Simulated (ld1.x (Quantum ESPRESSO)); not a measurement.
# Mg PAW: all-electron and pseudo phase curves

```
Element                 : Mg
Generator               : ld1.x (Quantum ESPRESSO) 7.5
Type                    : PAW
Functional              : PBE
Relativity              : scalar-relativistic
Frozen core             : [He]
Valence charge          : 10
Reference configuration : 2s2 2p6 3s2 3p0
Partial waves           : 2s (bound): rcut 0.95, rcutus 1.15 bohr; 3s (bound): rcut 0.95, rcutus 1.15 bohr; 2p (bound): rcut 1.20, rcutus 1.35 bohr; 3p (bound, empty): rcut 1.20, rcutus 1.35 bohr; 3d channel at 0.1 Ry: rcut 0.80, rcutus 1.00 bohr; 3d channel at 1 Ry: rcut 0.80, rcutus 1.00 bohr
Local potential         : all-electron potential smoothed inside 0.80 bohr (lloc = -2)
Core correction         : Bessel-smoothed model core, default radius (core density twice the valence density)
Augmentation charge     : BESSEL, radius 0.80 bohr
```

The phase is arctan(r·u′/u) with u = r·R(r), unwrapped; energies in Ry, scanned from -8 to 5 Ry. A pole is an energy at which the radial function vanishes at the test radius. The pseudo phase is shifted by a multiple of π to meet the all-electron one at the reference energy, and phase errors are pseudo minus all-electron; the curves can meet again beyond the range given. Levels narrower than the energy grid can be missing from the lists of poles.

For each channel, where are the poles, and over which energies does the pseudopotential scatter like the atom?

```
channel  radius (bohr)  reference energy (Ry)  poles, all-electron  poles, pseudo  unbroken range about the reference energy with phases within 0.05 rad  phase error 1 Ry above the reference energy (rad)
      s           1.50                  -0.35                -5.48          -5.48                                                        the whole range                                             +0.000
      p           1.50                  -0.10                -2.98          -2.98                                                              below 3.4                                             -0.001
      d           1.50                   0.10                 none           none                                                        the whole range                                             +0.000
```

The ghost test of this file was not conclusive. Its overlap operator is not positive definite in a basis up to 400 Ry (lowest eigenvalue s -0.10), so the file is unfit for use: the generalised eigenproblem breaks down once the basis is large enough, and its test numbers describe a broken file.

Phases in the p channel:

| E (Ry) | all-electron | pseudo |
| --- | --- | --- |
| -8.00 | 1.309 | 1.308 |
| -7.52 | 1.297 | 1.296 |
| -7.04 | 1.283 | 1.282 |
| -6.56 | 1.265 | 1.264 |
| -6.08 | 1.243 | 1.242 |
| -5.60 | 1.211 | 1.210 |
| -5.12 | 1.164 | 1.163 |
| -4.64 | 1.076 | 1.075 |
| -4.16 | 0.844 | 0.843 |
| -3.68 | -0.387 | -0.388 |
| -3.20 | -1.446 | -1.447 |
| -2.72 | -1.656 | -1.656 |
| -2.24 | -1.745 | -1.746 |
| -1.76 | -1.803 | -1.803 |
| -1.28 | -1.849 | -1.849 |
| -0.80 | -1.892 | -1.892 |
| -0.32 | -1.938 | -1.938 |
| 0.16 | -1.989 | -1.989 |
| 0.64 | -2.051 | -2.051 |
| 1.12 | -2.130 | -2.131 |
| 1.60 | -2.234 | -2.237 |
| 2.08 | -2.381 | -2.388 |
| 2.56 | -2.593 | -2.610 |
| 3.04 | -2.896 | -2.930 |
| 3.52 | -3.275 | -3.330 |
| 4.00 | -3.645 | -3.709 |
| 4.48 | -3.932 | -3.992 |
| 4.96 | -4.130 | -4.184 |
